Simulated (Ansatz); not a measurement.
Cost and result up the ladder for SiCl4 (5 atoms). Charge 0, multiplicity 1. Geometry: PBE-D4/def2-SVP.

```csv
atom,x (Å),y (Å),z (Å)
Si1,0.000,0.001,0.000
Cl2,1.980,0.431,-0.324
Cl3,-0.959,1.673,0.704
Cl4,-0.153,-1.508,1.381
Cl5,-0.867,-0.596,-1.762
```

Ansatz on 2 threads of Arm Neoverse V1 on a shared host. Times are rough, and most runs start from the orbitals of an earlier one. ωB97M-V/def2-TZVP serves as the yardstick here, not as an exact answer. Differences are given only for rows in sets of like size (and for xTB, whose basis is part of the method), since another set adds its own error. Binding counts from free atoms at the same level (Si triplet, Cl doublet; other spins of the atoms weren't run), without zero-point energy or a counterpoise term.

B3LYP takes the VWN-RPA correlation. Correlated methods freeze 25 core orbitals.

Correlated methods converge slowly with the basis (MP2 moves by 0.10 eV from def2-TZVP to def2-QZVPP here).

| level | functions | wall time |
| --- | --- | --- |
| HF/STO-3G | 45 | 0.25 s |
| PBE-D4/def2-SVP | 90 | 1.2 s |
| LDA (SPW92)/def2-TZVP | 185 | 1.4 s |
| PBE-D4/def2-TZVP | 185 | 2.6 s |
| BLYP-D4/def2-TZVP | 185 | 2.6 s |
| B3LYP-D4/def2-TZVP | 185 | 4.3 s |
| RPA@PBE/def2-TZVP | 185 | 5 s |
| PBE-QIDH/def2-TZVP | 185 | 8 s |
| r2SCAN0-D4/def2-TZVP | 185 | 8.5 s |
| B97M-V/def2-TZVP | 185 | 10 s |
| ωB97X-V/def2-TZVP | 185 | 10 s |
| ωB97M-V/def2-TZVP | 185 | 13 s |
| PBE0-D4/def2-QZVPP | 350 | 16 s |
| CCSD(T)/def2-TZVPP | 210 | 1.8 min |

Question: Estimate what each level gives for the binding energy per atom (eV).

Answer: 
| level | binding energy per atom (eV) | difference from ωB97M-V/def2-TZVP (eV) |
| --- | --- | --- |
| HF/STO-3G | 2.67 | – |
| PBE-D4/def2-SVP | 3.38 | – |
| LDA (SPW92)/def2-TZVP | 3.85 | 0.46 |
| PBE-D4/def2-TZVP | 3.41 | 0.03 |
| BLYP-D4/def2-TZVP | 3.24 | -0.14 |
| B3LYP-D4/def2-TZVP | 3.25 | -0.13 |
| RPA@PBE/def2-TZVP | 2.88 | -0.50 |
| PBE-QIDH/def2-TZVP | 3.36 | -0.03 |
| r2SCAN0-D4/def2-TZVP | 3.32 | -0.06 |
| B97M-V/def2-TZVP | 3.43 | 0.04 |
| ωB97X-V/def2-TZVP | 3.37 | -0.02 |
| ωB97M-V/def2-TZVP | 3.38 | 0.00 |
| PBE0-D4/def2-QZVPP | 3.36 | – |
| CCSD(T)/def2-TZVPP | 3.20 | -0.18 |
